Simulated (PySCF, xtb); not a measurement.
C3H6BFO, SMILES FCB1CCO1. The values are those of a single conformer.

Harmonic wavenumbers (cm⁻¹) from xtb with GFN2-xTB at its own minimum, in rising order: 62, 149, 165, 323, 396, 586, 663, 808, 840, 911, 1004, 1021, 1034, 1119, 1122, 1144, 1170, 1189, 1248, 1263, 1315, 1423, 1437, 1468, 2928, 2942, 2967, 2978, 3031, 3038.

Question: What does PBE-D3(BJ)/def2-SVP in PySCF give at its own minimum? (Estimate from the structure and the level; the computed values follow.)

Answer: 49, 151, 157, 324, 410, 577, 625, 783, 810, 931, 937, 948, 1036, 1061, 1124, 1146, 1151, 1195, 1223, 1299, 1352, 1378, 1397, 1450, 2924, 2965, 2982, 3025, 3046, 3086. Paired by order, the mean absolute difference is 25 cm⁻¹ and the zero-point energies are 56.8 and 56.5 kcal/mol.
